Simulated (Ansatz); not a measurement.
Molecule: LaCl$_{2}$, charge 0, multiplicity 2. The spin state was set by rule; other spins were not relaxed. 
Structure (B3LYP-D3(BJ)/def2-TZVP (Ansatz, a first-principles code) minimum search):
```
La
Cl 1 2.5998
Cl 1 2.5998 2 115.85
```
Charge 0, spin multiplicity 2.

Total electronic energies in hartree. Correlated levels leave the core frozen unless marked. UHF or UKS for open shells. No spin-orbit coupling. Frozen are the shells of the preceding noble gas and the d and f shells that filled before the atom's block. In def2 rows, elements after Kr have scalar-relativistic effective core potentials. CBS marks a two-point X^-3 extrapolation of the correlation energy; Hartree-Fock from the larger set. [CCSD(T)-MP2]/basis is that difference in the basis named.

```csv
level,program,energy (Eh)
HF/def2-SVPD,Ansatz,-950.04609
HF/def2-TZVPP,Ansatz,-950.34619
RI-HF/def2-TZVPPD,Ansatz,-950.34695
RI-HF/def2-QZVPP,Ansatz,-950.37288
BLYP-D4/def2-TZVPD,Ansatz + dftd4,-952.12574
BLYP/def2-TZVPD,Ansatz,-952.11861
revPBE-D3(BJ)/def2-TZVPD,Ansatz + dftd3,-952.03068
PBE0/def2-SVP,Ansatz,-951.53273
PBE0/def2-QZVPP,Ansatz,-951.87557
BHLYP-D4/def2-TZVPD,Ansatz + dftd4,-952.07984
BHLYP/def2-TZVPD,Ansatz,-952.07245
r2SCANh/def2-TZVPD,Ansatz,-952.09347
HSE06/def2-TZVPD,Ansatz,-951.82905
CAM-B3LYP-D4/def2-TZVPD,Ansatz + dftd4,-952.14507
B2GP-PLYP-D4/def2-TZVPD,Ansatz + dftd4,-951.62393
B2PLYP/def2-TZVPD,Ansatz,-951.74785
RPA@PBE/def2-QZVPP,Ansatz,-951.12403
MP2/def2-SVPD,Ansatz,-950.37124
SCS-MP2/def2-TZVPP,Ansatz,-950.75498
CCSD/def2-TZVPPD,Ansatz,-950.80024
CCSD(T)/def2-SVP,Ansatz,-950.35905
"RI-MP2/CBS(def2-TZVPP,def2-QZVPP)+[CCSD(T)-MP2]/def2-SVP",Ansatz,-950.8967
"RI-MP2/CBS(def2-TZVPPD,def2-QZVPPD)+[CCSD(T)-MP2]/def2-TZVPPD",Ansatz,-950.9160
```

Totals of different functionals don't rank their quality; only differences between species are comparable.
